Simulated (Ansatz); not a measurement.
Species: SiH2Cl, charge 0, doublet. SiH2Cl (SMILES [SiH2]Cl, doublet).
B3LYP-D3(BJ)/def2-TZVP minimum from Ansatz (an electronic-structure program):
```
Si
H 1 1.4844
H 1 1.4844 2 111.01
Cl 1 2.0680 2 108.33 3 118.83
```
Charge 0, spin multiplicity 2.

Total energies in cc-pV(T+d)Z, 13 correlated electrons, 10 frozen orbitals. Open shells are spin-unrestricted; no spin-orbit coupling. Correlated methods leave the cores frozen. No relativity.

```json
[
 {"method": "HF", "program": "Ansatz", "energy (Eh)": "-749.64021", "minus CCSDT(Q) (mEh)": "342.17"},
 {"method": "MP2", "program": "Ansatz", "energy (Eh)": "-749.93350", "minus CCSDT(Q) (mEh)": "48.88"},
 {"method": "CCSD", "program": "Ansatz", "energy (Eh)": "-749.96806", "minus CCSDT(Q) (mEh)": "14.32"},
 {"method": "CCSD(T)", "program": "Ansatz", "energy (Eh)": "-749.98071", "minus CCSDT(Q) (mEh)": "1.68"},
 {"method": "CCSDT(Q)", "program": "Ansatz", "energy (Eh)": "-749.98239", "minus CCSDT(Q) (mEh)": "0.00"}
]
```

Rough core times of Ansatz's runs on a shared machine: CCSD(T) under 20 s, CCSDT(Q) 9 min.
